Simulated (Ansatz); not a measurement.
Input for Ansatz (an electronic-structure program): U-wB97X-V/cc-pVTZ on BF2H (SMILES FBF), a point of a bond scan (R = 4.217 Å).

Ansatz 0.2 input:
```yaml
crystal:
  periodic: [false, false, false]
  atoms:
    - {symbol: B, position_ang: [-0.23542436, -0.38535740, 0.08189990]}
    - {symbol: H, position_ang: [-0.84419732, -1.38183527, 0.29368107]}
    - {symbol: F, position_ang: [3.39535849, 0.40360906, 2.07556035]}
    - {symbol: F, position_ang: [-0.67460427, 0.50643007, -0.78304996]}
basis:
  gaussian:
    orbitals: cc-pVTZ
hamiltonian:
  xc: {name: wB97X-V}
magnetization: {spin_polarized: true, initial_magnetization: 0}
```

Output:

```
WARN ansatz: RAYON_NUM_THREADS=1 ignored (pool sized by the plan → 1); use --threads N
Functional definition: wB97X-V
integrals: 0.03 GiB planned
564 factors; their error is unknown
integrals: 0.06 GiB planned
114 factors; integrals over basis functions are off by at most 1.7e-5 eV
mean field: 0.37 GiB planned
mean field evaluation 1: about -6113.4094 eV, gradient 4.0e1 eV
mean field evaluation 2: about -5745.8413 eV, gradient 1.3e2 eV
mean field evaluation 4: about -6116.7110 eV, gradient 2.4e1 eV
mean field evaluation 8: about -6117.8488 eV, gradient 2.4e1 eV
mean field evaluation 16: about -6121.9479 eV, gradient 2.7e0 eV
mean field evaluation 32: about -6113.4664 eV, gradient 4.0e1 eV
mean field evaluation 64: about -6122.0731 eV, gradient 1.5e-1 eV
mean field -6122.07557890 eV, -224.9821278327 hartree, gradient 4.7e-6 eV, S^2 0.977248; 8 other end points of the search recorded, 0 dependent functions left out
reference -6122.07557834 eV, -224.9821278122 hartree; 12, 12 occupied and 92, 92 virtual orbitals, 564 factors
Total energy: -6122.07557834 eV, -224.9821278122 hartree
```

Self-consistency was reached. Its determinant has ⟨S²⟩ = 0.98, a mixture of spin states.

Cost: around 23 core-seconds (rough).
